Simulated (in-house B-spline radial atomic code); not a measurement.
The numbers below are computed, except where a source is named.
## neutral barium at several levels of theory

Ground configuration [Xe] 6s2. All numbers come from a B-spline radial code for spherical atoms, all electrons, at the radial basis limit. Mean-field, RPA, GW and linear-response runs are scalar-relativistic (one-electron X2C), no spin-orbit coupling, without Breit or QED terms, open shells spin-polarised at highest spin; the many-body runs on Dirac-Hartree-Fock orbitals are four-component, and their energies hold both.

**Ionisation energy.** The reference is 5.212 eV (NIST, measured).

| method | value (eV) | minus reference (eV) |
| --- | --- | --- |
| minus the highest LDA VWN5 level | 3.34 | -1.87 |
| LDA VWN5, difference of total energies | 5.37 | +0.16 |
| minus the highest PBE level | 3.23 | -1.98 |
| PBE, difference of total energies | 5.20 | -0.01 |
| G0W0 on PBE | 5.27 | +0.06 |
| exact exchange + RPA on PBE | 5.61 | +0.40 |
| exact exchange + RPA + SOSEX on PBE | 5.35 | +0.14 |
| minus the highest r2SCAN level | 3.26 | -1.95 |
| r2SCAN, difference of total energies | 4.93 | -0.29 |
| minus the highest PBE0 level | 3.70 | -1.51 |
| PBE0, difference of total energies | 5.12 | -0.09 |
| G0W0 on PBE0 | 5.36 | +0.15 |
| minus the highest B3LYP (VWN-RPA) level | 3.58 | -1.63 |
| B3LYP (VWN-RPA), difference of total energies | 5.24 | +0.03 |
| minus the highest CAM-B3LYP level | 4.39 | -0.82 |
| minus the highest LC-wPBE level | 5.08 | -0.13 |
| minus the highest Hartree-Fock level | 4.44 | -0.77 |
| Hartree-Fock, difference of total energies | 4.27 | -0.94 |
| G0W0 on Hartree-Fock | 5.31 | +0.10 |
| MP2, difference of total energies | 5.20 | -0.01 |
| CI + MBPT for the two outer electrons | 5.23 | +0.02 |
| Dirac-Fock + self-energy with TDHF screening (6s1/2) | 4.98 | -0.23 |

Problem. Which methods come closest, and which lies farthest off?

Solution. Closest: MP2, difference of total energies (-0.01 eV) and PBE, difference of total energies (-0.01 eV). Farthest: minus the highest PBE level (-1.98 eV). The PBE level misses by -2.0 eV while the PBE energy difference misses by -0.01 eV: the semilocal potential lacks the −1/r tail and the energy is convex in the electron number, but total energies at whole numbers are far better.

**Static dipole polarisability and C6** of two like species, by linear response:

```json
{"method": "LDA VWN5", "α (bohr³)": "239.3", "C6 (hartree·bohr⁶)": "4469"}
{"method": "PBE", "α (bohr³)": "265.9", "C6 (hartree·bohr⁶)": "5179"}
{"method": "PBE0", "α (bohr³)": "277.8", "C6 (hartree·bohr⁶)": "5526"}
{"method": "B3LYP (VWN-RPA)", "α (bohr³)": "253.1", "C6 (hartree·bohr⁶)": "4837"}
{"method": "CAM-B3LYP", "α (bohr³)": "260", "C6 (hartree·bohr⁶)": "5039"}
{"method": "LC-wPBE", "α (bohr³)": "312.7", "C6 (hartree·bohr⁶)": "6563"}
{"method": "relativistic RPA (four-component TDHF)", "α (bohr³)": "324", "C6 (hartree·bohr⁶)": "6868"}
```

Problem. What mean excitation energy do α and C6 imply in London's formula C6 = (3/4) α² ω?

Solution. LDA VWN5: ω = 0.104 hartree; relativistic RPA (four-component TDHF): ω = 0.087 hartree. A method that puts the excitations lower gives a larger α and a smaller ω.

Problem. How do these compare with the recommended polarisability?

Solution. The recommended value is 272 bohr³ (Schwerdtfeger and Nagle, table of static dipole polarizabilities (2023 update)). The methods run from -12 % to +19 %; PBE0 is nearest (+2 %).

**Lowest terms** (eV, full linear response; a dash marks a state above the method's threshold or not assigned, «imaginary» a triplet instability of the closed-shell solution):

```csv
method,6s → 5d 3D,6s → 6p 3P,6s → 6p 1P
LDA VWN5,0.820,1.695,2.558
PBE,0.508,1.371,2.429
PBE0,0.622,1.254,2.392
B3LYP (VWN-RPA),0.815,1.609,2.482
CAM-B3LYP,0.922,1.519,2.468
LC-wPBE,0.720,0.839,2.274
TDHF,0.732,imaginary,2.203
BSE on G0W0@HF,1.934,1.802,3.049
"CI + MBPT, average over J",1.067,1.630,2.231
"measured, average over J (NIST)",1.160,1.622,2.239
```

Problem. Which methods give these terms best?

Solution. Mean absolute differences from the measured values, for methods that give all terms: CI + MBPT, average over J 0.04 eV; CAM-B3LYP 0.19 eV; B3LYP (VWN-RPA) 0.20 eV; LDA VWN5 0.24 eV; PBE0 0.35 eV; PBE 0.36 eV; LC-wPBE 0.42 eV; BSE on G0W0@HF 0.59 eV.

Run times on one thread of shared hosts: mean field, RPA, SOSEX and G0W0 on PBE, for the atom and its ion, 17 s (Arm Neoverse N1); TDDFT with PBE, 2.2 s (Arm Neoverse N1); G0W0 and BSE, 26 s (Arm Neoverse N1); CI + MBPT, 160 s (Intel Xeon Platinum 8259CL CPU @ 2.50GHz); removal energies by the self-energy, 32 s (Arm Neoverse V1).
